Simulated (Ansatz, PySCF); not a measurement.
System: MgI, net charge 0, doublet state. SMILES: [Mg][I]
Coordinates optimised at B3LYP-D3(BJ)/def2-TZVP (Ansatz, a quantum-chemistry and plane-wave program):
```
Mg
I 1 2.6066
```
Charge 0, spin multiplicity 2.

Property: atomisation energy, in kcal/mol. Terms: def2 sets with scalar-relativistic core potentials past Kr; LANL2DZ with its own core potentials from Na on; six Cartesian d functions in 6-31G* and its kin unless marked 5d; no spin-orbit coupling; atomisation electronic, to ground-state atoms; STO-3G and 3-21G all-electron and non-relativistic; UHF or UKS for open shells; frozen cores in correlated levels (noble-gas shells and the d and f shells of earlier blocks). Ab initio and DFT rows: single points at B3LYP-D3(BJ) geometries (Ansatz).

```
level                                           program  atomisation energy (kcal/mol)
---------------------------------------  --------------  -----------------------------
HF/STO-3G                                        Ansatz                           95.4
HF/LANL2DZ                                       Ansatz                           39.5
SVWN5/6-31G* with LANL2DZ past Ar                Ansatz                           57.5
PBE/def2-SVP                                     Ansatz                           52.4
PBE/6-31G* with LANL2DZ past Ar                  Ansatz                           52.5
BP86/6-31G* with LANL2DZ past Ar (5d)             PySCF                           51.2
B3LYP/STO-3G                                     Ansatz                           92.6
B3LYP/LANL2DZ                                    Ansatz                           46.0
B3LYP/6-31G* with LANL2DZ past Ar                Ansatz                           46.3
M06-2X/6-31G* with LANL2DZ past Ar (5d)           PySCF                           52.8
MP2/STO-3G                                       Ansatz                           86.0
MP2/3-21G                                        Ansatz                           38.3
MP2/6-31G* with LANL2DZ past Ar                  Ansatz                           46.2
B2PLYP-D3(BJ)/def2-TZVPD                 Ansatz + dftd3                           51.1
```

No value to compare with is used here. The 13 habitual levels span 38.3 (MP2/3-21G) to 95.4 kcal/mol (HF/STO-3G); B2PLYP-D3(BJ)/def2-TZVPD gives 51.1.

The levels are drawn from those run, B3LYP/6-31G* more often than the rest, none by its result; left out are runs that failed, that the program found above a lower state of the same kind, or whose <S^2> lies over 0.5 above the pure value.
